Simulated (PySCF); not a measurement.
Compound: C5H3F3OS.
Bonds: F1–C2, C2–F3, C2–F4, C2–O5, O5–C6, C6–C7 (aromatic), C7–C8 (aromatic), C8–S9 (aromatic), S9–C10 (aromatic), C6–C10 (aromatic). Hydrogens: H11 on C7; H12 on C8; H13 on C10.

The same species was optimised twice, with GFN2-xTB and with PBE0-D3(BJ)/def2-SVP (PySCF), and the same property calculations (PySCF, gas phase) were run on both structures.

| coordinate | GFN2-xTB | PBE0-D3(BJ)/def2-SVP | change |
| --- | --- | --- | --- |
| C2–O5 (Å) | 1.316 | 1.344 | +0.028 |
| O5–C6 (Å) | 1.401 | 1.375 | -0.026 |
| C2–F4 (Å) | 1.346 | 1.332 | -0.014 |
| C7–C8 (Å) | 1.358 | 1.369 | +0.011 |
| C2–F3 (Å) | 1.346 | 1.335 | -0.011 |
| F1–C2 (Å) | 1.327 | 1.317 | -0.010 |
| C6–C7 (Å) | 1.415 | 1.426 | +0.011 |
| C6–C10 (Å) | 1.362 | 1.369 | +0.007 |
| S9–C10 (Å) | 1.711 | 1.714 | +0.003 |
| C8–S9 (Å) | 1.714 | 1.714 | 0.000 |
| F3–C2–O5 (°) | 114.3 | 112.2 | -2.1 |
| F1–C2–F4 (°) | 106.8 | 108.8 | +2.0 |
| F3–C2–F4 (°) | 105.3 | 107.2 | +1.9 |
| F4–C2–O5 (°) | 114.3 | 112.4 | -1.9 |
| C2–O5–C6 (°) | 118.7 | 120.4 | +1.7 |
| F1–C2–F3 (°) | 106.8 | 108.4 | +1.6 |
| F1–C2–O5 (°) | 109.0 | 107.7 | -1.3 |
| C8–S9–C10 (°) | 91.5 | 92.2 | +0.7 |
| F1–C2–O5–C6 (°) | 180 | -175 | +5 |
| C2–O5–C6–C7 (°) | 0 | -14 | -14 |

Rotational constants: A = 3313, B = 634.2, C = 586.0 MHz (GFN2-xTB) against A = 3281, B = 634.8, C = 586.3 MHz (PBE0-D3(BJ)/def2-SVP). Atoms that the bonding makes alike are paired by their places after alignment.

On the GFN2-xTB structure: HOMO (eV) -7.27 [PBE0/pcSseg-1]; LUMO (eV) -0.89 [PBE0/pcSseg-1]; dipole (D) 2.25 [PBE0/pcSseg-1]; GIAO shielding of F1/F3/F4 (mean) (ppm) 243.3 [PBE0/pcSseg-1]; GIAO shielding of C2 (ppm) 56.6 [PBE0/pcSseg-1]; GIAO shielding of O5 (ppm) 176.1 [PBE0/pcSseg-1]; GIAO shielding of C6 (ppm) 33.8 [PBE0/pcSseg-1]; GIAO shielding of C7 (ppm) 64.2 [PBE0/pcSseg-1]; GIAO shielding of C8 (ppm) 53.1 [PBE0/pcSseg-1]; GIAO shielding of S9 (ppm) 311.2 [PBE0/pcSseg-1]; GIAO shielding of C10 (ppm) 69.6 [PBE0/pcSseg-1].

Problem. What do these properties become on the PBE0-D3(BJ)/def2-SVP structure?

Solution. 
```json
{"property": "HOMO (eV)", "level": "PBE0/pcSseg-1", "on GFN2-xTB": "-7.27", "on PBE0-D3(BJ)/def2-SVP": "-7.10", "change": "+0.17"}
{"property": "LUMO (eV)", "level": "PBE0/pcSseg-1", "on GFN2-xTB": "-0.89", "on PBE0-D3(BJ)/def2-SVP": "-0.81", "change": "+0.08"}
{"property": "dipole (D)", "level": "PBE0/pcSseg-1", "on GFN2-xTB": "2.25", "on PBE0-D3(BJ)/def2-SVP": "1.72", "change": "-0.53"}
{"property": "energy, GFN2-xTB geometry as zero (kcal/mol)", "level": "PBE0/pcSseg-1", "on GFN2-xTB": "0.0", "on PBE0-D3(BJ)/def2-SVP": "-1.1", "change": "-1.1"}
{"property": "GIAO shielding of F1/F3/F4 (mean) (ppm)", "level": "PBE0/pcSseg-1", "on GFN2-xTB": "243.3", "on PBE0-D3(BJ)/def2-SVP": "249.7", "change": "+6.4"}
{"property": "GIAO shielding of C2 (ppm)", "level": "PBE0/pcSseg-1", "on GFN2-xTB": "56.6", "on PBE0-D3(BJ)/def2-SVP": "57.5", "change": "+0.9"}
{"property": "GIAO shielding of O5 (ppm)", "level": "PBE0/pcSseg-1", "on GFN2-xTB": "176.1", "on PBE0-D3(BJ)/def2-SVP": "171.6", "change": "-4.5"}
{"property": "GIAO shielding of C6 (ppm)", "level": "PBE0/pcSseg-1", "on GFN2-xTB": "33.8", "on PBE0-D3(BJ)/def2-SVP": "32.9", "change": "-0.9"}
{"property": "GIAO shielding of C7 (ppm)", "level": "PBE0/pcSseg-1", "on GFN2-xTB": "64.2", "on PBE0-D3(BJ)/def2-SVP": "62.6", "change": "-1.6"}
{"property": "GIAO shielding of C8 (ppm)", "level": "PBE0/pcSseg-1", "on GFN2-xTB": "53.1", "on PBE0-D3(BJ)/def2-SVP": "51.2", "change": "-1.9"}
{"property": "GIAO shielding of S9 (ppm)", "level": "PBE0/pcSseg-1", "on GFN2-xTB": "311.2", "on PBE0-D3(BJ)/def2-SVP": "310.2", "change": "-1.0"}
{"property": "GIAO shielding of C10 (ppm)", "level": "PBE0/pcSseg-1", "on GFN2-xTB": "69.6", "on PBE0-D3(BJ)/def2-SVP": "69.6", "change": "0.0"}
```

The heavy atoms differ by 0.098 Å rms after alignment (one structure mirrored). Among bonds between heavy atoms C2–O5 changes most (+0.028 Å). Changes are differences of the printed values. Neither structure is proved a minimum here.

The values belong to the conformer `[F:1][C:2]([F:3])([F:4])[O:5][c:6]1[cH:7][cH:8][s:9][cH:10]1`: F1–C2–O5–C6 -175°, C2–O5–C6–C7 -14°.
